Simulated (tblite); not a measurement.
Run record: tight-binding relaxation, `N#CC[SiH2]C[SiH2]C=O`.

Computed with GFN2-xTB geometry optimisation, gas phase (tblite 0.8.0). Start geometry: from a force field or distance geometry. The input is one job of a driver script: a line of settings, then coordinates in Å.

Command:
```bash
OMP_NUM_THREADS=1 python probes_run.py task.json out
```

Input:
```
{"job": {"kind": "relax", "xc": "GFN2-xTB", "basis": "xTB"}, "charge": 0, "multiplicity": 1}
N     -3.909400     0.291800     1.262200
C     -3.142800    -0.407900     0.765800
C     -2.140500    -1.310700     0.170300
Si    -0.721600    -0.366900    -0.589300
C      0.178700     0.641600     0.684700
Si     1.733600     1.253500    -0.122800
C      3.004500    -0.093100    -0.418500
O      2.896000    -1.145500     0.199300
H     -1.767800    -2.007900     0.924000
H     -2.636900    -1.913100    -0.603700
H      0.182200    -1.356700    -1.230900
H     -1.219000     0.500100    -1.670500
H      0.409200     0.049800     1.575800
H     -0.435500     1.484100     1.000600
H      2.324400     2.302600     0.768400
H      1.427500     1.971600    -1.376500
H      3.810600     0.118900    -1.130300
```

Output:
```
step      E/eV     max force
  0    -639.30970    2.049
  1    -639.42988    1.839
  2    -639.48457    0.747
  3    -639.50339    1.076
  4    -639.52080    0.995
  5    -639.54050    0.336
  6    -639.54917    0.241
  7    -639.55599    0.237
  8    -639.56315    0.263
  9    -639.57041    0.222
... (198 lines left out)
208    -639.74951    0.037
209    -639.74973    0.041
210    -639.74997    0.031
211    -639.75021    0.033
212    -639.75038    0.027
213    -639.75049    0.038
214    -639.75055    0.022
215    -639.75059    0.010
216    -639.75060    0.009
217    -639.75061    0.010
```

«max force» is the largest atomic force in eV/Å.

From which step on does the largest force stay under 0.1 eV/Å, and how much energy is left to gain from there?

From step 175 (0.088 eV/Å), 7.6 meV above the end.

Summary of the converged run: energy lowered by 10.2 kcal/mol over 217 steps; largest atomic force 0.010 eV/Å at the end.

Hardware: one thread of an Intel Xeon at 2.50 GHz (shared host). Cost: 5.3 s of wall time.
Labels such as C1 count atoms from 1, the log's own numbers from 0.
